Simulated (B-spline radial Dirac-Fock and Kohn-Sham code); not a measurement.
Model: relaxed Dirac-Fock hole states (ΔSCF) with Breit and QED corrections and a finite nucleus. Program: a radial B-spline solver. Free neutral atoms up to Cf, the lines Kα1, Kβ1, Lα1, Lβ1, Lβ2, Lγ1, Lℓ and Mα1 where both subshells are closed (so no Lα of most 3d metals and no Mα of most lanthanides); Na, Y were not searched.

Question: Yb Lβ1 is computed at 8403.3 eV. Which of the searched lines of other elements lie within 90 eV and could overlap it in an energy-dispersive spectrum?

Answer: W Lα1 at 8396.8 eV (-6); Dy Lγ1 at 8413.1 eV (+10); Tm Lβ2 at 8464.3 eV (+61); Au Lℓ at 8485.5 eV (+82).
